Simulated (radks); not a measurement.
Task: The mean radii <r> (bohr) of the occupied orbitals of an atom or ion are listed with their occupations. All-electron calculation, scalar-relativistic Kohn-Sham, r2SCAN, spin-polarised, spherical densities, finite nucleus; meta-GGA in the generalised Kohn-Sham scheme; Fermi nuclear charge, rms radius of each element as measured or else 0.836 A^(1/3) + 0.57 fm. Program: a radial shooting solver on a logarithmic mesh with Libxc functionals.

| orbital | occ. | <r> |
|---|---|---|
| 1s up | 1 | 0.02972 |
| 1s down | 1 | 0.02972 |
| 2s down | 1 | 0.1285 |
| 2s up | 1 | 0.1285 |
| 2p up | 3 | 0.1122 |
| 2p down | 3 | 0.1122 |
| 3s up | 1 | 0.3478 |
| 3s down | 1 | 0.3478 |
| 3p up | 3 | 0.3466 |
| 3p down | 3 | 0.3466 |
| 3d up | 5 | 0.3243 |
| 3d down | 5 | 0.3243 |
| 4s up | 1 | 0.8504 |
| 4s down | 1 | 0.8505 |
| 4p up | 3 | 0.9236 |
| 4p down | 3 | 0.9236 |
| 4d up | 5 | 1.183 |
| 4d down | 5 | 1.177 |
| 5s up | 1 | 2.660 |
| 5s down | 1 | 2.594 |
| 5p up | 1 | 3.625 |

Name the element and its charge. Open shells, if any, are filled with parallel spins first.

Result: Z = 49, indium, charge 0: In in [Kr] 4d10 5s2 5p1. The 1s radius gives Z: for a bare nucleus <r> = (2 gamma + 1)/(2Z) with gamma = sqrt(1 - (Z/c)^2), 0.02926 bohr for Z = 49, and screening makes it slightly larger (0.02972 here). The occupations add up to 49, and the charge is Z minus that.
